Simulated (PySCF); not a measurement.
## LDA on Pb (lead, neutral)

Configuration: [Xe] 4f14 5d10 6s2 6p1 6d1, one real determinant (an excited configuration). Computed with PySCF 2.14 in aug-cc-pVQZ-PP with one added diffuse shell each of s, p, d, f, g type with ECP60MDF (8s8p6d4f3g, 117 functions), with scalar relativity through the core potential.

```
Total energy                                                  : -192.3840 hartree
One-electron energy                                           : -332.5796 hartree
Hartree (Coulomb) energy                                      : 155.7655 hartree
Exchange-correlation energy                                   : -15.5698 hartree
⟨S²⟩                                                          : 2.0005
⟨L²⟩                                                          : 8.010
Sum of ⟨r⟩                                                    : 36.46 bohr
Sum of ⟨r²⟩                                                   : 121.5 bohr²
Traceless quadrupole moment −½Σ⟨3z² − r²⟩ along its main axis : 16.5 e·bohr²
```

```json
{"shell": "5s α", "electrons": "1", "mean orbital energy (eV)": "-148.56", "spread (eV)": "0", "rms radius, mean of both spins (bohr)": "0.916"}
{"shell": "5s β", "electrons": "1", "mean orbital energy (eV)": "-148.51", "spread (eV)": "0", "rms radius, mean of both spins (bohr)": "0.916"}
{"shell": "5p α", "electrons": "3", "mean orbital energy (eV)": "-90.627", "spread (eV)": "0.346", "rms radius, mean of both spins (bohr)": "1.05"}
{"shell": "5p β", "electrons": "3", "mean orbital energy (eV)": "-90.575", "spread (eV)": "0.422", "rms radius, mean of both spins (bohr)": "1.05"}
{"shell": "5d α", "electrons": "5", "mean orbital energy (eV)": "-25.061", "spread (eV)": "0.388", "rms radius, mean of both spins (bohr)": "1.42"}
{"shell": "5d β", "electrons": "5", "mean orbital energy (eV)": "-24.934", "spread (eV)": "0.529", "rms radius, mean of both spins (bohr)": "1.42"}
{"shell": "6s α", "electrons": "1", "mean orbital energy (eV)": "-15.893", "spread (eV)": "0", "rms radius, mean of both spins (bohr)": "2.39"}
{"shell": "6s β", "electrons": "1", "mean orbital energy (eV)": "-15.370", "spread (eV)": "0", "rms radius, mean of both spins (bohr)": "2.39"}
{"shell": "6p α", "electrons": "1", "mean orbital energy (eV)": "-6.639", "spread (eV)": "0", "rms radius, mean of both spins (bohr)": "3.28"}
{"shell": "6d α", "electrons": "1", "mean orbital energy (eV)": "-0.976", "spread (eV)": "0", "rms radius, mean of both spins (bohr)": "8.42"}
```

⟨L²⟩ = 8.01 against 12 for a pure F term, so this real determinant mixes terms. Energies and moments cover only the electrons outside the core potential. Spin-orbit coupling, absent here, splits the open shell strongly. The outer electron is Rydberg-like, and this basis confines it to a smaller radius and binds it less than a complete one would.
